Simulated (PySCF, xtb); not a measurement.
Ga(Cl)2(NH3) (Cl₂GaH₃N), SMILES [NH3]->[Ga]([Cl])[Cl] (connectivity only; charge and spin as stated), neutral, multiplicity 2.

Harmonic wavenumbers (cm⁻¹) from GFN2-xTB (xtb) at its own minimum, in rising order: 38, 68, 74, 89, 195, 279, 288, 330, 345, 1178, 1500, 1506, 3370, 3403, 3418.

**Question.** What does PBE0-D3(BJ)/def2-SVP (PySCF) give at its own minimum? (Estimate from the structure and the level; the computed values follow.)

**Answer.** 111, 112, 124, 147, 335, 361, 385, 600, 600, 1163, 1602, 1621, 3476, 3611, 3635. Paired by order, the mean absolute difference is 122 cm⁻¹ and the zero-point energies are 23.0 and 25.6 kcal/mol.
